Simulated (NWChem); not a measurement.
System: C$_{2}$HAlN$_{2}$O$_{2}$; SMILES O=C=[N][AlH][N]=C=O

The following NWChem deck was run.

```
start job
memory heap 200 mb stack 900 mb global 1100 mb
geometry units angstroms noautosym nocenter noautoz
  Al    -1.141109     0.006657     0.000000
  H     -2.715044     0.009198     0.000000
  N     -0.217983     0.006117    -1.520730
  C      0.409424     0.000516    -2.560139
  O      1.017210    -0.005019    -3.572752
  N     -0.217983     0.006117     1.520730
  C      0.409424     0.000516     2.560139
  O      1.017210    -0.005019     3.572752
end
basis spherical
  Al library def2-svp
  H library def2-svp
  N library def2-svp
  C library def2-svp
  O library def2-svp
end
dft
  xc b3lyp
  iterations 150
  mulliken
end
task dft energy
esp
  recalculate
  probe 0.07
  range 0.3
  factor 1.0
  spacing 0.02
end
task esp
```

Excerpt of the output:

```
             Northwest Computational Chemistry Package (NWChem) 7.3.0
             --------------------------------------------------------

                             Geometry "geometry" -> ""
                             -------------------------

 Output coordinates in angstroms (scale by  1.889725989 to convert to a.u.)

  No.       Tag          Charge          X              Y              Z
 ---- ---------------- ---------- -------------- -------------- --------------
    1 Al                  13.0000    -1.14110900     0.00665700     0.00000000
    2 H                    1.0000    -2.71504400     0.00919800     0.00000000
    3 N                    7.0000    -0.21798300     0.00611700    -1.52073000
    4 C                    6.0000     0.40942400     0.00051600    -2.56013900
    5 O                    8.0000     1.01721000    -0.00501900    -3.57275200
    6 N                    7.0000    -0.21798300     0.00611700     1.52073000
    7 C                    6.0000     0.40942400     0.00051600     2.56013900
    8 O                    8.0000     1.01721000    -0.00501900     3.57275200

 Effective nuclear repulsion energy (a.u.)     269.8783472798

                                 NWChem DFT Module
                                 -----------------

 Summary of "ao basis" -> "ao basis" (spherical)
 ------------------------------------------------------------------------------
       Tag                 Description            Shells   Functions and Types
 ---------------- ------------------------------  ------  ---------------------
 Al                         def2-svp                 8       18   4s3p1d
 H                          def2-svp                 3        5   2s1p
 N                          def2-svp                 6       14   3s2p1d
 C                          def2-svp                 6       14   3s2p1d
 O                          def2-svp                 6       14   3s2p1d

            General Information
            -------------------
          SCF calculation type: DFT
          Wavefunction type:  closed shell.
          No. of atoms     :     8
          No. of electrons :    56
           Alpha electrons :    28
            Beta electrons :    28
          Charge           :     0
          Spin multiplicity:     1
          Use of symmetry is: off; symmetry adaption is: off
          Maximum number of iterations: 150
          AO basis - number of functions:   107
                     number of shells:    47
          Convergence on energy requested:  1.00D-06
          Convergence on density requested:  1.00D-05
          Convergence on gradient requested:  5.00D-04

              XC Information
              --------------
                         B3LYP Method XC Potential
                     Hartree-Fock (Exact) Exchange  0.200
                        Slater Exchange Functional  0.800 local
                    Becke 1988 Exchange Functional  0.720 non-local
              Lee-Yang-Parr Correlation Functional  0.810
                  VWN I RPA Correlation Functional  0.190 local

             Grid Information
             ----------------
          Grid used for XC integration:  medium
          Radial quadrature: Mura-Knowles
          Angular quadrature: Lebedev.
          Tag              B.-S. Rad. Rad. Pts. Rad. Cut. Ang. Pts.
          ---              ---------- --------- --------- ---------
          Al                  1.25       88           9.0       590
          H                   0.35       45          11.0       434
          N                   0.65       49          11.0       434
          C                   0.70       49          12.0       434
          O                   0.60       49          14.0       434
          Grid pruning is: on
          Number of quadrature shells:   427
          Spatial weights used:  Erf1

      Superposition of Atomic Density Guess
      -------------------------------------

 Sum of atomic energies:        -575.41098821

      Non-variational initial energy
      ------------------------------

 Total energy =    -578.136144
 1-e energy   =   -1327.538817
 2-e energy   =     479.524326
 HOMO         =      -0.388502
 LUMO         =       0.004304

     ---------------------------------------------
      Total Density - Mulliken Population Analysis
     ---------------------------------------------

    Atom       Charge   Shell Charges
 -----------   ------   -------------------------------------------------------
    1 Al  13    11.91   2.00  1.99  0.79  0.13  5.93  0.60  0.29  0.19
    2 H    1     1.16   0.68  0.48  0.01
    3 N    7     7.71   1.99  1.06  0.46  2.57  1.62  0.01
    4 C    6     5.18   1.99  0.90  0.17  1.47  0.54  0.10
    5 O    8     8.57   1.99  1.13  0.65  2.98  1.81  0.01
    6 N    7     7.71   1.99  1.06  0.46  2.57  1.62  0.01
    7 C    6     5.18   1.99  0.90  0.17  1.47  0.54  0.10
    8 O    8     8.57   1.99  1.13  0.65  2.98  1.81  0.01

   convergence    iter        energy       DeltaE   RMS-Dens  Diis-err
 ---------------- ----- ----------------- --------- --------- ---------
 d= 0,ls=0.0,diis     1   -578.8162942434 -8.49D+02  1.67D-02  1.59D+00
 d= 0,ls=0.0,diis     2   -578.5647492260  2.52D-01  9.91D-03  4.63D+00
 d= 0,ls=0.0,diis     3   -578.9924996979 -4.28D-01  2.96D-03  1.32D-01
 d= 0,ls=0.0,diis     4   -578.9921309104  3.69D-04  1.81D-03  1.18D-01
 d= 0,ls=0.0,diis     5   -579.0050445852 -1.29D-02  2.70D-04  1.89D-03
  Resetting Diis
 d= 0,ls=0.0,diis     6   -579.0052847197 -2.40D-04  3.51D-05  1.32D-05
 d= 0,ls=0.0,diis     7   -579.0052861883 -1.47D-06  2.86D-05  3.10D-06
 d= 0,ls=0.0,diis     8   -579.0052856382  5.50D-07  1.81D-05  8.12D-06
 d= 0,ls=0.0,diis     9   -579.0052865110 -8.73D-07  4.74D-06  1.09D-06

         Total DFT energy =     -579.005286511026
      One electron energy =    -1330.759069805448
           Coulomb energy =      542.717225591983
    Exchange-Corr. energy =      -60.841789577356
 Nuclear repulsion energy =      269.878347279794

 Numeric. integr. density =       56.000006971041

                       DFT Final Molecular Orbital Analysis
                       ------------------------------------

 Vector   26  Occ=2.000000D+00  E=-3.152094D-01
              MO Center= -1.0D-01,  2.8D-03,  1.6D-07, r^2= 7.4D+00
   Bfn.  Coefficient  Atom+Function         Bfn.  Coefficient  Atom+Function
  ----- ------------  ---------------      ----- ------------  ---------------
    27      0.283291  3 N  px                69      0.283291  6 N  px
    55      0.230327  5 O  px                97      0.230327  8 O  px
    30     -0.213906  3 N  px                72     -0.213906  6 N  px
    20     -0.188760  2 H  s                 58      0.168389  5 O  px
   100      0.168389  8 O  px                19     -0.162156  2 H  s

 Vector   27  Occ=2.000000D+00  E=-3.120528D-01
              MO Center=  2.5D-01,  2.2D-03,  1.6D-07, r^2= 7.4D+00
   Bfn.  Coefficient  Atom+Function         Bfn.  Coefficient  Atom+Function
  ----- ------------  ---------------      ----- ------------  ---------------
    28      0.328851  3 N  py                70     -0.328851  6 N  py
    56      0.293832  5 O  py                98     -0.293832  8 O  py
    31     -0.269408  3 N  py                73      0.269408  6 N  py
    59      0.214792  5 O  py               101     -0.214792  8 O  py
    42     -0.061315  4 C  py                84      0.061315  7 C  py

 Vector   28  Occ=2.000000D+00  E=-3.076148D-01
              MO Center=  2.4D-01,  1.8D-03, -1.5D-07, r^2= 7.3D+00
   Bfn.  Coefficient  Atom+Function         Bfn.  Coefficient  Atom+Function
  ----- ------------  ---------------      ----- ------------  ---------------
    27      0.272150  3 N  px                69     -0.272150  6 N  px
    55      0.253284  5 O  px                97     -0.253284  8 O  px
    30     -0.211391  3 N  px                72      0.211391  6 N  px
    29      0.191907  3 N  pz                71      0.191907  6 N  pz
    58      0.185723  5 O  px               100     -0.185723  8 O  px

[...]

                     NWChem Electrostatic Potential Fit Module
                     -----------------------------------------

 Atom parameters

 Number of atoms is                                    8
 Number of basis functions is                        107

 Grid parameters

 Maximum number of grid points is                  38833
 Number of grid points is                          38832
 Grid range                                     0.300000 nm
 Grid spacing                                   0.020000 nm
 Probe radius                                   0.070000 nm
 Atom radius factor                             1.000000

 Atomic radii

    1    0.100000
    6    0.147000
    7    0.140000
    8    0.136000
   13    0.195000
 FASTESP  F
  using M.O. file = ./job.movecs

    Atom              Coordinates                           Charge

                                                  ESP

    1 Al   -0.114111    0.000666    0.000000    1.052840
    2 H    -0.271504    0.000920    0.000000   -0.267538
    3 N    -0.021798    0.000612   -0.152073   -0.678693
    4 C     0.040942    0.000052   -0.256014    0.683117
    5 O     0.101721   -0.000502   -0.357275   -0.396972
    6 N    -0.021798    0.000612    0.152073   -0.679992
    7 C     0.040942    0.000052    0.256014    0.685056
    8 O     0.101721   -0.000502    0.357275   -0.397818
                                            ------------
                                                0.000000

 Dipole moment                                  0.807224

 Quadrupole moment Qxx                          5.358168
                   Qyy                         20.460257
                   Qzz                        -25.818425

 RMS deviation kJ/mol                           0.059088

 RRMS %                                        24.344563
```

Level: B3LYP/def2-SVP. All runs use the structure optimised with PBE-D3(BJ)/def2-SVP.
